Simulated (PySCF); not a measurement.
IrO3, neutral, multiplicity 4. Atoms are numbered in the order given.

```xyz
4

Ir     0.0000     0.0000     0.0000
O     -1.7549     0.0000     0.0000
O      0.8775     1.5198     0.0000
O      0.8775    -1.5198     0.0000
```
Charge 0, spin multiplicity 4.

Geometry optimised at PBE-D3(BJ)/def2-TZVP. A frequency run showed that this geometry is not a minimum. The spin state was assumed, not searched. The def2 effective core potentials stand for the cores of Ir; spin–orbit coupling is left out.

All values below come from CAM-B3LYP/def2-TZVPD (PySCF).

Mulliken values depend strongly on the basis, most of all with diffuse functions as here. ESP charges are fitted to the potential on shells at 1.4 to 2.0 van der Waals radii. Atomic charges (e):

```json
[
 {"atom": "Ir1", "Mulliken": "1.35", "ESP fit": "?", "Mulliken spin": "1.69"},
 {"atom": "O2", "Mulliken": "-0.45", "ESP fit": "?", "Mulliken spin": "0.44"},
 {"atom": "O3", "Mulliken": "-0.45", "ESP fit": "?", "Mulliken spin": "0.44"},
 {"atom": "O4", "Mulliken": "-0.45", "ESP fit": "?", "Mulliken spin": "0.44"}
]
```

Task: What belongs in the gaps? (An estimate is asked for; the answer gives what the named calculation found.)

Result: 
- Ir1, ESP fit: 1.11
- O2, ESP fit: -0.37
- O3, ESP fit: -0.37
- O4, ESP fit: -0.37
